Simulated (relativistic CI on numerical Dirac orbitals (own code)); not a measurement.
d6 in a ligand field

Computed with a parametric ligand-field model of a d^n configuration (Racah B and C, spin-orbit zeta, crystal field), exact diagonalisation.

Field parameters in Wybourne normalisation: Td as Oh with Dq negative (B⁴₀ = 21Dq, B⁴₄ = √(5/14) B⁴₀). The field is a parameter set, without covalency.

**Question.** Ground term and bands for B = 330, C = 1680, ζ = 0 cm⁻¹, Td, 10Dq = -5970 cm⁻¹?

**Answer.** Ground term 5E with 3.00 electrons in the two orbitals of the cubic e set. Spin-allowed: 5T2 5970 cm⁻¹ (1675 nm). Lowest spin-forbidden: 3T1 3618 cm⁻¹ (2764 nm), 1T2 8046 cm⁻¹ (1243 nm), 3E 8357 cm⁻¹ (1197 nm).

**Question.** Ground term and bands for B = 330, C = 1680, ζ = 0 cm⁻¹, Td, 10Dq = -1220 cm⁻¹?

**Answer.** Ground term 5E with 3.00 electrons in the two orbitals of the cubic e set. Spin-allowed: 5T2 1220 cm⁻¹. Lowest spin-forbidden: 3T1 7615 cm⁻¹ (1313 nm), 3E 8201 cm⁻¹ (1219 nm), 3T2 8743 cm⁻¹ (1144 nm).

**Question.** Ground term and bands for B = 330, C = 1680, ζ = 0 cm⁻¹, Td, 10Dq = -3600 cm⁻¹?

**Answer.** Ground term 5E with 3.00 electrons in the two orbitals of the cubic e set. Spin-allowed: 5T2 3600 cm⁻¹ (2778 nm). Lowest spin-forbidden: 3T1 5754 cm⁻¹ (1738 nm), 3E 8314 cm⁻¹ (1203 nm), 3T1 8830 cm⁻¹ (1132 nm).

**Question.** Ground term and bands for B = 330, C = 1680, ζ = 0 cm⁻¹, Td, 10Dq = -4780 cm⁻¹?

**Answer.** Ground term 5E with 3.00 electrons in the two orbitals of the cubic e set. Spin-allowed: 5T2 4780 cm⁻¹ (2092 nm). Lowest spin-forbidden: 3T1 4707 cm⁻¹ (2125 nm), 3E 8339 cm⁻¹ (1199 nm), 3T1 8829 cm⁻¹ (1133 nm).

**Question.** Ground term and bands for B = 330, C = 1680, ζ = 0 cm⁻¹, Td, 10Dq = -3300 cm⁻¹?

**Answer.** Ground term 5E with 3.00 electrons in the two orbitals of the cubic e set. Spin-allowed: 5T2 3300 cm⁻¹ (3030 nm). Lowest spin-forbidden: 3T1 6012 cm⁻¹ (1663 nm), 3E 8306 cm⁻¹ (1204 nm), 3T1 8831 cm⁻¹ (1132 nm).
